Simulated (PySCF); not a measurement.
A structure optimised at PBE-D3(BJ)/def2-SVP, used in a PySCF frequency run:

```
O
C 1 1.4130
H 2 1.1096 1 108.82
H 2 1.1108 3 108.78 1 -119.32
H 2 1.1115 3 109.29 4 -119.13
W 1 1.8741 2 138.57 3 142.46
N 6 1.7574 1 106.61 2 -9.49
H 7 1.0248 6 154.27 1 118.83
F 6 1.8888 7 108.78 8 -117.57
S 6 2.1607 7 107.94 8 2.48
```
Charge 0, spin multiplicity 1.

### Question
Write its SMILES and formula.

### Answer
C[O][W](=[NH])([F])=[S], CH₄FNOSW

### Question
What are its rotational constants (standard atomic weights)?

### Answer
2.3128, 1.5669, 1.2683 GHz
